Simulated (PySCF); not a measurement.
PySCF 2.14 output of an unrestricted BP86 calculation on a single atom or ion in aug-cc-pV5Z-PP with ECP28MDF (8s8p6d4f3g2h, 139 functions), with a scalar-relativistic core potential:

```
SCF conv_tol = 1e-09
number electrons alpha = 10  beta = 10
    A. D. Becke.,  Phys. Rev. A 38, 3098 (1988)
    J. P. Perdew.,  Phys. Rev. B 33, 8822 (1986)
cycle= 1 E= -238.479833620159  delta_E= -0.00884  |g|= 0.0418  |ddm|= 1.11
cycle= 2 E= -238.47990925301  delta_E= -7.56e-05  |g|= 0.0348  |ddm|= 0.185
cycle= 3 E= -238.480095596684  delta_E= -0.000186  |g|= 0.000352  |ddm|= 0.0947
cycle= 4 E= -238.480095618325  delta_E= -2.16e-08  |g|= 1.71e-05  |ddm|= 0.000993
cycle= 5 E= -238.480095618383  delta_E= -5.73e-11  |g|= 1.02e-07  |ddm|= 5.64e-05
converged SCF energy = -238.480095618383  <S^2> = -7.1054274e-15  2S+1 = 1
```

The run itself started from symmetry-adapted Hartree-Fock orbitals and held the occupation by maximum overlap, on a logarithmic radial grid, so the iterations belong to that start.

Q: Which element, charge and spin multiplicity is this?

A: Sb³⁺ (antimony, charge +3), multiplicity 1; the state was [Kr] 4d10 5s2, closed-shell 1S.

Energies and moments cover only the electrons outside the core potential.
